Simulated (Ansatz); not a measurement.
Reaction (SMILES): N[SiH2]N[SiH3] -> [NH-][SiH2]N[SiH3] + H+
Structures are relaxed separately at B3LYP-D3(BJ)/def2-TZVP in Ansatz (a program for electronic structure), one conformer each, not searched for the lowest.
Geometry of the first species:
SMILES: N[SiH2]N[SiH3]
```xyz
12

N      2.2216     0.9187    -0.0011
Si     1.0984    -0.3576    -0.2317
N     -0.3869     0.0113     0.5648
Si    -2.0129    -0.1240    -0.0083
H      2.0493     1.8538    -0.3341
H      3.2059     0.7277     0.0922
H      1.7970    -1.5497     0.3087
H      0.6933    -0.6302    -1.6328
H     -0.2888     0.2867     1.5341
H     -1.9949    -0.0504    -1.4854
H     -2.8255     0.9869     0.5454
H     -2.6764    -1.3935     0.3853
```
Charge 0, spin multiplicity 1.

Wanted: gas-phase deprotonation energy (electronic energy difference), in eV. Cores are frozen in the correlated levels unless marked. No spin-orbit coupling. No relativistic terms. Anions need diffuse functions: aug- sets have them; the other sets have none. CBS marks a two-point X^-3 extrapolation of the correlation energy; Hartree-Fock from the larger set.

| level | program | gas-phase deprotonation energy (eV) |
|---|---|---|
| SCS-MP2/6-31G | Ansatz | 17.45 |
| SCS-MP2/cc-pwCVTZ | Ansatz | 16.76 |
| CCSD/cc-pVTZ | Ansatz | 16.86 |
| CCSD(T)/CBS(aug-cc-pV(T+d)Z,aug-cc-pV(Q+d)Z) | Ansatz | [?] |

Q: Some entries are withheld; supply them.

A: 
- CCSD(T)/CBS(aug-cc-pV(T+d)Z,aug-cc-pV(Q+d)Z), gas-phase deprotonation energy (eV): 16.48
